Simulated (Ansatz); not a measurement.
Gas-phase electronic energies from Ansatz, PBE0-D4/def2-TZVP geometries. CCSD(T)/CBS is the MP2 limit (def2-TZVPP, def2-QZVPP) plus CCSD(T) − MP2 in def2-TZVPP, frozen cores. This one scheme is used for every species. DFT in def2-TZVPP. For V outer-core shells are correlated without core-valence functions, which leaves a few kJ/mol of doubt a bond. Scalar relativity is left out up to krypton. One conformer a species, not always the lowest.

`[O]=[V]([OH])([OH])[OH]` + NH₃ → `[NH2][V](=[O])([OH])[OH]` + H₂O  (ligand exchange at a V–O bond)

`[O]=[V]([OH])([OH])[OH]`:

```xyz
8

O     0.889    0.792   -1.027
V     0.009    0.008   -0.011
O     0.414   -1.707   -0.086
O    -1.693    0.231   -0.416
O     0.313    0.616    1.617
H     1.087   -2.035   -0.688
H    -1.962    0.769   -1.165
H     0.941    1.326    1.776
```

NH₃:

```xyz
4

N    -0.092    0.248    0.097
H    -0.778   -0.485    0.229
H     0.116    0.287   -0.893
H     0.754   -0.050    0.567
```

`[NH2][V](=[O])([OH])[OH]`:

Z-matrix (Å, degrees):
```
V
O 1 1.554
O 1 1.778 2 109.4
N 1 1.821 2 106.5 3 -119.8
O 1 1.779 2 109.9 3 120.9
H 3 0.961 1 119.8 2 162.6
H 4 1.010 1 124.4 2 164.4
H 4 1.009 1 123.1 2 -3.3
H 5 0.960 1 121.7 2 144.2
```

H₂O:

Cartesian coordinates in Å:
```
O -0.184 0.343 -0.003
H 0.763 0.188 -0.011
H -0.579 -0.531 0.014
```

```json
{"species": "`[O]=[V]([OH])([OH])[OH]`", "BLYP-D4 energy (Eh)": "-1247.08039"}
{"species": "NH₃", "BLYP-D4 energy (Eh)": "-56.56219"}
{"species": "`[NH2][V](=[O])([OH])[OH]`", "BLYP-D4 energy (Eh)": "-1227.16826"}
{"species": "H₂O", "BLYP-D4 energy (Eh)": "-76.44924"}
```

Task: Work out ΔE.

Result: ΔE = (-1227.16826) + (-76.44924) − (-1247.08039) − (-56.56219) = 0.02508 Eh = +0.68 eV. CCSD(T)/CBS gives +0.61 eV.

Largest T1 diagnostic among the species: 0.033, so the coupled-cluster value is less sure than usual.

Leaving LDA and LC-ωPBE aside and taking each functional with its dispersion term where it has one, the values, not all of them listed here, spread over 0.11 eV, from PBE-QIDH to B97M-V. From r2SCAN to r2SCAN0 (25 % exact exchange), in def2-TZVPP and without D4, ΔE moves by −0.03 eV.
